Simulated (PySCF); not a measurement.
## Computed spin Hamiltonian

Species: C7H8 (charge +1 and doublet state).
Atom-mapped SMILES: `[CH2+:1][CH:2][C:3]([CH3:4])=[C:5]1[CH:6]=[CH:7]1` (hydrogens: H8, H9 on C1; H10 on C2; H11, H12, H13 on C4; H14 on C6; H15 on C7)

Cartesian coordinates in Å at the GFN2-xTB level; atoms count from 1:
```
atom  x, y, z in Å
C1    -2.4793   -0.2675    0.0030
C2    -1.3139    0.3599    0.2826
C3    -0.0232   -0.1301   -0.0730
C4     0.1833   -1.4057   -0.7995
C5     1.0774    0.6256    0.2807
C6     2.4768    0.8385    0.3145
C7     1.6710    1.7641    0.8784
H8    -3.4216    0.1595    0.3021
H9    -2.5195   -1.2074   -0.5224
H10   -1.3405    1.3026    0.8138
H11   -0.3344   -1.3872   -1.7603
H12    1.2376   -1.5998   -0.9727
H13   -0.2394   -2.2403   -0.2371
H14    3.4602    0.5080    0.0695
H15    1.5612    2.6879    1.3984
```

The hyperfine couplings belong to this conformer and change with its torsions.

Computed with UKS B3LYP, pcH-1 on C H, non-relativistic, mean-field spin-orbit, GIAO in PySCF. The structure is a single GFN2-xTB conformer in the gas phase; no vibrational or solvent corrections. The geometry wasn't refined by DFT: couplings that depend on bond lengths, twists or pyramidal angles can differ widely from those at the functional's own minimum, by a factor of two or more for some ions and for spin on atoms past the first row. Stability of the SCF solution: not tested.

```json
{"g1, g2, g3": "2.00217, 2.00261, 2.00301", "g_iso": "2.00259", "Form of g": "rhombic: the two nearest values differ by 48 % of g3 − g1", "⟨S²⟩": "0.7651 (exact 0.7500)"}
```

Hyperfine couplings atom by atom, in 10⁻⁴ cm⁻¹; T1 to T3 are the principal values of the dipolar part (1 × 10⁻⁴ cm⁻¹ = 2.998 MHz):

| atom | isotope | a_iso | T1 | T2 | T3 | Mulliken spin population |
| --- | --- | --- | --- | --- | --- | --- |
| C1 | 13C | 12.1 | -12.3 | -12.1 | 24.4 | 0.48 |
| C2 | 13C | -9.9 | -4.4 | 1.3 | 3.1 | -0.13 |
| C3 | 13C | 9.6 | -11.2 | -10.4 | 21.7 | 0.37 |
| C4 | 13C | -4.6 | -0.4 | 0.0 | 0.3 | -0.03 |
| C5 | 13C | -3.2 | -5.2 | -3.6 | 8.8 | 0.13 |
| C6 | 13C | 1.4 | -2.9 | -2.3 | 5.2 | 0.09 |
| C7 | 13C | 1.6 | -3.0 | -2.5 | 5.5 | 0.09 |
| H8 | 1H | -10.3 | -5.9 | -0.5 | 6.4 | -0.02 |
| H9 | 1H | -9.9 | -5.2 | -0.7 | 5.9 | -0.02 |
| H10 | 1H | 1.9 | -1.5 | -0.2 | 1.7 | 0.00 |
| H11 | 1H | 17.9 | -1.1 | -0.2 | 1.3 | 0.02 |
| H12 | 1H | 0.2 | -0.9 | -0.6 | 1.5 | 0.00 |
| H13 | 1H | 17.9 | -1.1 | -0.2 | 1.3 | 0.02 |
| H14 | 1H | -2.8 | -1.5 | -0.5 | 1.9 | 0.00 |
| H15 | 1H | -2.9 | -1.5 | -0.5 | 2.0 | 0.00 |

Largest spin populations (Mulliken): C1 (+0.48), C3 (+0.37), C2 (-0.13) and C5 (+0.13). The positive populations add up to 1.21 and the negative ones to -0.21, together 2S = 1.

The SMILES `[CH2+][CH]C(C)=C1C=C1` draws the unpaired electron on C2, whose computed spin population is only -0.13.

Axes: g3 points within 1° of the C3–C5 bond.

Under fast tumbling the dipolar parts average out, and these isotropic splittings remain: 3 × 1H (H11/H12/H13, I = 1/2, 4 lines) with 1.28 mT, 1 × 1H (H8, I = 1/2, 2 lines) with 1.10 mT, 1 × 1H (H9, I = 1/2, 2 lines) with 1.06 mT, 1 × 1H (H15, I = 1/2, 2 lines) with 0.31 mT, 1 × 1H (H14, I = 1/2, 2 lines) with 0.29 mT and 1 × 1H (H10, I = 1/2, 2 lines) with 0.21 mT.

Means are taken over nuclei equivalent by connectivity, which assumes that they swap fast. H8 and H9 aren't averaged: C1 is flat or nearly so (angle sum 360°), and its turn about the short C1–C2 bond (1.35 Å) is taken as slow. The three 1H nuclei of mean +35.9 MHz run from 0.7 to 53.6 MHz in the frozen geometry.

The 13C coupling of C1 (36.2 MHz) shows only in satellite lines or after enrichment, since that isotope makes up about 1.07 % of natural carbon.
